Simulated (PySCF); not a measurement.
Ge(F)3(SiH3) (F3GeH3Si), SMILES [F][Ge]([SiH3])([F])[F]. Heavy atoms are numbered as in [F:1][Ge:2]([F:3])([F:4])[SiH3:5]. Hydrogens are named by the atom that carries them.

Geometry optimised at B3LYP-D3(BJ)/def2-SVP. The structure was generated by enumeration, and PubChem lists no compound with its InChIKey, so it may never have been made.

Calculation: PBE/pcSseg-1 in PySCF.

GIAO shieldings, no solvent; atoms alike by connectivity are averaged. δ = σ(ref) − σ: ¹⁹F against CFCl3 (σ = 133.6 ppm); ⁷³Ge against GeH4 (σ = 1614.4 ppm); ²⁹Si against TMS (σ = 335.4 ppm); ¹H against TMS (σ = 31.49 ppm), references at their B3LYP-D3(BJ)/def2-TZVP geometries, non-relativistic.

```json
[
 {"nucleus": "¹⁹F", "atoms": "F1", "count": "3", "δ (ppm)": "-121.0"},
 {"nucleus": "⁷³Ge", "atoms": "Ge2", "count": "1", "δ (ppm)": "338.6"},
 {"nucleus": "²⁹Si", "atoms": "Si5 (SiH3)", "count": "1", "δ (ppm)": "-102.5"},
 {"nucleus": "¹H", "atoms": "H on Si5", "count": "3", "δ (ppm)": "4.20"}
]
```
